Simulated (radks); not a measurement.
Valence configurations of Mo I (all share [Kr]). Method: Dirac Kohn-Sham, PBE, spin-unpolarised, spherical densities, point nucleus; open shells are shared between the two j in proportion to 2j + 1; computed with a radial shooting solver on a logarithmic mesh with Libxc functionals. Energies are relative to 4d5 5s1; eigenvalues in eV.

valence	E (eV)	e(4d3/2)	e(4d5/2)	e(5p1/2)	e(5p3/2)	e(5s1/2)
4d5 5s1	0.000	-3.877	-3.673	-	-	-4.087
4d6	0.762	-2.421	-2.238	-	-	-
4d5.5 5s0.5	0.280	-3.085	-2.892	-	-	-3.744
4d5 5p1	3.138	-5.157	-4.947	-1.817	-1.710	-
4d4.5 5s1.5	-0.039	-4.784	-4.568	-	-	-4.468
4d4 5s2	0.198	-5.790	-5.562	-	-	-4.878
4d4 5s1 5p1	3.736	-7.058	-6.825	-2.186	-2.047	-5.727
4d4 5p2	7.452	-8.179	-7.941	-2.746	-2.592	-
4d5 5s0.5 5p0.5	1.543	-4.546	-4.339	-1.489	-1.389	-4.563
4d3.5 5s0.5 5p2	8.418	-9.249	-8.999	-2.942	-2.771	-6.826

NIST lists [Kr] 4d5 5s1 as the ground configuration; this level of theory puts 4d4.5 5s1.5 lower, by 0.039 eV. The energies are those of spherical spin-averaged densities, not of single terms.
